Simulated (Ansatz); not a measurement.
Consider the substitution at a C–Al bond: `N#[C][Al]([Cl])[Cl]` + `[OH][GaH2]` → `N#C[O][GaH2]` + `[Cl][AlH][Cl]`.

Calculated with Ansatz (gas phase, PBE0-D4/def2-TZVP geometries, no zero-point term in ΔE). CCSD(T)/CBS adds triple-zeta CCSD(T) − MP2 to the extrapolated MP2 energy (def2 sets, frozen cores). This one scheme is used for every species. Functionals use def2-TZVPP. HSE06 is defined as in plane-wave codes. For Ga outer-core shells are correlated without core-valence functions, which leaves a few kJ/mol of doubt a bond. Scalar relativity is left out up to krypton.

`N#[C][Al]([Cl])[Cl]`:

```xyz
5

N     1.415    1.858    0.789
C     0.753    0.989    0.421
Al   -0.344   -0.451   -0.192
Cl   -1.272   -1.653    1.204
Cl   -0.552   -0.743   -2.222
```

`[OH][GaH2]`:

Cartesian coordinates in Å:
```
O 0.297 -1.228 -0.173
Ga 0.107 0.523 0.131
H -0.507 -1.666 -0.458
H -1.312 1.144 -0.093
H 1.415 1.227 0.592
```

`N#C[O][GaH2]`:

```xyz
6

N    -1.291    2.265   -0.001
C    -1.094    1.124   -0.008
O    -0.904   -0.133   -0.017
Ga    0.767   -0.916    0.005
H     1.924    0.111    0.035
H     0.599   -2.452   -0.013
```

`[Cl][AlH][Cl]`:

```xyz
4

Cl    1.779    0.935   -0.093
Al   -0.009   -0.118    0.083
Cl   -1.666    0.577   -0.970
H    -0.105   -1.394    0.980
```

```tsv
level	ΔE (kcal/mol)
B97M-V	22.1
HSE06-D4	21.6
r2SCAN0	22.8
HSE06	21.5
MP2/def2-SVP	24.5
MP2/def2-TZVPP	28.3
SCS-MP2/def2-QZVPP	28.3
MP2/CBS(def2)	29.3
```

(1) What does CCSD(T)/CBS give? (An estimate is asked.)

Largest T1 diagnostic among the species: 0.015.

## Answers

(1) The calculation gave: +28.0 kcal/mol. The listed levels differ from it by -5.9, -6.4, -5.2, -6.5, -3.5, 0.3, 0.3, 1.3 kcal/mol.

At CCSD(T), def2-SVP lies −4.6 kcal/mol from the extrapolated value and def2-TZVPP −1.0 kcal/mol. Leaving LDA and LC-ωPBE aside and taking each functional with its dispersion term where it has one, the values, not all of them listed here, spread over 4.0 kcal/mol, from PBE-D4 to B2PLYP. LDA lies −2.7 kcal/mol from PBE without D4. In def2-TZVPP, CCSD(T) changes the Hartree–Fock value by +4.5 kcal/mol (the triples alone add +0.2 kcal/mol) and MP2 by +5.8 kcal/mol.
